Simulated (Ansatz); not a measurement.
Cost and result for the atomization energy of CH₆AlFGeO (11 atoms, 12 bonds).

Cartesian coordinates in Å:
```
O -0.257 0.233 1.326
Ge 0.623 -1.157 0.387
C 0.030 -0.367 -1.245
Al -0.718 1.225 -0.254
F 0.332 2.524 -0.212
H 0.014 0.565 2.184
H 2.094 -1.042 0.817
H -0.024 -2.435 0.941
H -0.691 -0.993 -1.771
H 0.859 -0.121 -1.909
H -2.264 1.568 -0.264
```

Charge 0, multiplicity 1. Correlated methods include outer-core shells of Ge, which these sets cover unevenly. Scalar relativity is left out up to krypton. The bonds changed during the relaxation, so this is another structure than the one it started from. Geometry: relaxed with PBE0-D4/def2-TZVP. It is one conformer, not always the lowest. Program: Ansatz. All runs use 4 threads of an Arm Neoverse V2 on a shared host. Times are those of one run each, without the atoms' runs, and a repeat can differ threefold. Electronic energies, without spin–orbit coupling; frozen cores. CCSD(T)/CBS adds CCSD(T) − MP2 in def2-TZVPP to the MP2 limit, and its time is that of the two runs behind it. T1 = 0.012. With those shells the extrapolation isn't a true limit. B3LYP takes the VWN-RPA correlation (the form of Gaussian; ORCA's B3LYP/G).

CCSD(T)/CBS is a level of theory with its own doubt, some kJ/mol a heavy atom from the limit and from the frozen cores, so smaller differences don't rank the functionals.

```
                             level  functions  wall time
   PBE-D4/def2-TZVPP (with forces)        267      2.7 s
                PBE0-D4/def2-TZVPP        267      3.4 s
r2SCAN-D4/def2-TZVPP (with forces)        267      5.5 s
 B3LYP-D4/def2-TZVPP (with forces)        267      5.5 s
                 B2PLYP/def2-TZVPP        267        6 s
                ωB97X-V/def2-TZVPP        267      8.5 s
  ωB97M-V/def2-TZVPP (with forces)        267       13 s
                    MP2/def2-QZVPP        510       23 s
                CCSD(T)/def2-TZVPP        267    4.1 min
                 CCSD(T)/CBS(def2)          –    4.5 min
```

(1) What atomization energy does each give, and how far from CCSD(T)/CBS? (Estimate.)

## Answers

(1) The calculation gave: 
```
                             level  atomization (kJ/mol)  difference from CCSD(T)/CBS  per bond
   PBE-D4/def2-TZVPP (with forces)                3849.2                        -18.7      -1.6
                PBE0-D4/def2-TZVPP                3794.5                        -73.4      -6.1
r2SCAN-D4/def2-TZVPP (with forces)                3851.6                        -16.3      -1.4
 B3LYP-D4/def2-TZVPP (with forces)                3808.0                        -59.9      -5.0
                 B2PLYP/def2-TZVPP                3790.1                        -77.8      -6.5
                ωB97X-V/def2-TZVPP                3853.4                        -14.5      -1.2
  ωB97M-V/def2-TZVPP (with forces)                3837.2                        -30.7      -2.6
                    MP2/def2-QZVPP                3893.8                         25.9       2.2
                CCSD(T)/def2-TZVPP                3773.7                        -94.2      -7.8
                 CCSD(T)/CBS(def2)                3867.9                          0.0       0.0
```

The D4 term adds +38.7 kJ/mol with B3LYP and +20.2 kJ/mol with PBE0; it sums over pairs of atoms, weighted by their polarisabilities, and B3LYP, whose exchange is more repulsive, gets the larger term. In def2-TZVPP, CCSD(T) changes the Hartree–Fock value by +950.0 kJ/mol (the triples alone add +52.1 kJ/mol) and MP2 by +1013.8 kJ/mol; breaking electron pairs costs correlation energy, which Hartree–Fock lacks. From PBE to PBE0 (25 % exact exchange), in def2-TZVPP and without D4, the atomization energy moves by −51.1 kJ/mol: exact exchange takes away binding that semilocal exchange gives to molecules.
